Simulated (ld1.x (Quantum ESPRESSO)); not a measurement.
Logarithmic derivatives: Ce (Z = 58), TM

```
Element                 : Ce
Generator               : ld1.x (Quantum ESPRESSO) 7.5
Type                    : norm-conserving Troullier–Martins (Kleinman–Bylander form)
Functional              : PBE
Relativity              : scalar-relativistic
Frozen core             : [Kr] 4d10
Valence charge          : 12
Reference configuration : 4f1 5s2 5p6 5d1 6s2 6p0
Partial waves           : 5s (bound): rc 1.90 bohr; 5d (bound): rc 2.65 bohr; 4f (bound): rc 1.15 bohr; 5p (bound): rc 1.85 bohr
Local potential         : the p channel
Core correction         : none
```

Occupied shells without a wave of their own: 6s. They enter only through the test configuration that unscreens the potential.

The phase is arctan(r·u′/u) with u = r·R(r), unwrapped; energies in Ry, scanned from -5 to 5 Ry. A pole is an energy at which the radial function vanishes at the test radius. The pseudo phase is shifted by a multiple of π to meet the all-electron one at the reference energy, and phase errors are pseudo minus all-electron; the curves can meet again beyond the range given. Levels narrower than the energy grid can be missing from the lists of poles.

Question: For each channel, where are the poles, and over which energies does the pseudopotential scatter like the atom?

Answer:

| channel | radius (bohr) | reference energy (Ry) | poles, all-electron | poles, pseudo | unbroken range about the reference energy with phases within 0.05 rad | phase error 1 Ry above the reference energy (rad) |
| --- | --- | --- | --- | --- | --- | --- |
| s | 2.92 | -2.98 | -2.87, 3.23 | -2.87, 2.40 | below -0.4 | -0.002 |
| p | 2.92 | -1.71 | -1.43, 4.53 | -1.43, 4.22 | below 0.9 | -0.001 |
| d | 2.92 | -0.22 | 0.72 | 0.71 | below 2.7 | -0.002 |
| f | 2.92 | -0.40 | -0.34, 3.46 | -0.34, 3.83 | below 1.0 | +0.013 |

Phases in the p channel:

```csv
E (Ry),all-electron,pseudo
-5.00,1.399,1.399
-4.48,1.385,1.385
-3.96,1.367,1.367
-3.44,1.341,1.340
-2.92,1.295,1.295
-2.40,1.180,1.180
-1.88,-0.267,-0.268
-1.36,-1.606,-1.606
-0.84,-1.738,-1.739
-0.32,-1.826,-1.828
0.20,-1.939,-1.946
0.72,-2.164,-2.189
1.24,-2.842,-2.960
1.76,-3.963,-4.053
2.28,-4.376,-4.415
2.80,-4.531,-4.556
3.32,-4.611,-4.632
3.84,-4.663,-4.683
4.36,-4.702,-4.722
4.88,-4.734,-4.758
```
